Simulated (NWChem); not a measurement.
System: boron monoxide dimer (B$_{2}$O$_{2}$); SMILES B(B=O)=O

Here is an NWChem input.

```
start job
memory heap 200 mb stack 900 mb global 1100 mb
geometry units angstroms noautosym nocenter noautoz
  O      0.000000     0.000000    -2.025435
  B      0.000000     0.000000    -0.826223
  B      0.000000     0.000000     0.826223
  O      0.000000     0.000000     2.025435
end
basis spherical
  O library def2-tzvp
  B library def2-tzvp
end
dft
  xc xpbe96 cpbe96
  iterations 150
end
tddft
  cis
  nroots 6
  notriplet
end
task tddft energy
```

Structure relaxed at the PBE0/def2-SVP level.

Vertical excitations in the gas phase.

**Question.** Predict the main results of this run. (PBE/def2-TZVP, TDA.) Quantities: basis functions; lowest excitation, singlet (eV); oscillator strength of that lowest state; orbital gap (eV).

**Answer.** The number of basis functions is 124 and the lowest excitation, singlet (eV) is 6.12. The oscillator strength of that lowest state is 0.000. The orbital gap (eV) is 6.12.
